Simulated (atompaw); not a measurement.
# Logarithmic derivatives: Sr (Z = 38), PAW (atompaw)

atompaw 4.2.0.5 input, output lines left out:

```
Sr 38
GGA-PBESOL scalarrelativistic loggrid 1500 logderivrange -5 5 251
5 5 4 0 0 0
5 1 0
4 2 0
0 0 0
c
c
c
v
v
c
c
v
v
c
v
2
3.00 2.20 2.80 1.95
n
n
y
0.35
n
bloechl sinc
3 1 troulliermartins
```

The phase is arctan(r·u′/u) with u = r·R(r), unwrapped; energies in Ry, scanned from -5 to 5 Ry. A pole is an energy at which the radial function vanishes at the test radius. The pseudo phase is shifted by a multiple of π to meet the all-electron one at the reference energy, and phase errors are pseudo minus all-electron; the curves can meet again beyond the range given. Levels narrower than the energy grid can be missing from the lists of poles.

```tsv
channel	radius (bohr)	reference energy (Ry)	poles, all-electron	poles, pseudo	unbroken range about the reference energy with phases within 0.05 rad	phase error 1 Ry above the reference energy (rad)
s	3.00	-0.26	-2.96, 2.32	-2.96, 2.06	below 2.5	-0.013
p	3.00	-0.09	-1.54, 3.34	-1.54, 3.19	below 4.5	-0.011
d	3.00	-0.09	0.60	0.60, 1.76	below 1.3	-0.004
```

Phases in the d channel:

```json
{"E (Ry)": "-5.00", "all-electron": "1.420", "pseudo": "1.419"}
{"E (Ry)": "-4.52", "all-electron": "1.412", "pseudo": "1.411"}
{"E (Ry)": "-4.04", "all-electron": "1.403", "pseudo": "1.401"}
{"E (Ry)": "-3.56", "all-electron": "1.391", "pseudo": "1.390"}
{"E (Ry)": "-3.08", "all-electron": "1.377", "pseudo": "1.375"}
{"E (Ry)": "-2.60", "all-electron": "1.358", "pseudo": "1.356"}
{"E (Ry)": "-2.12", "all-electron": "1.332", "pseudo": "1.331"}
{"E (Ry)": "-1.64", "all-electron": "1.294", "pseudo": "1.292"}
{"E (Ry)": "-1.16", "all-electron": "1.227", "pseudo": "1.225"}
{"E (Ry)": "-0.68", "all-electron": "1.065", "pseudo": "1.064"}
{"E (Ry)": "-0.20", "all-electron": "0.152", "pseudo": "0.152"}
{"E (Ry)": "0.28", "all-electron": "-1.373", "pseudo": "-1.373"}
{"E (Ry)": "0.76", "all-electron": "-1.627", "pseudo": "-1.629"}
{"E (Ry)": "1.24", "all-electron": "-1.759", "pseudo": "-1.788"}
{"E (Ry)": "1.72", "all-electron": "-1.915", "pseudo": "-4.643"}
{"E (Ry)": "2.20", "all-electron": "-2.282", "pseudo": "-4.952"}
{"E (Ry)": "2.68", "all-electron": "-3.526", "pseudo": "-5.141"}
{"E (Ry)": "3.16", "all-electron": "-4.292", "pseudo": "-5.532"}
{"E (Ry)": "3.64", "all-electron": "-4.505", "pseudo": "-6.486"}
{"E (Ry)": "4.12", "all-electron": "-4.601", "pseudo": "-7.224"}
{"E (Ry)": "4.60", "all-electron": "-4.659", "pseudo": "-7.492"}
```
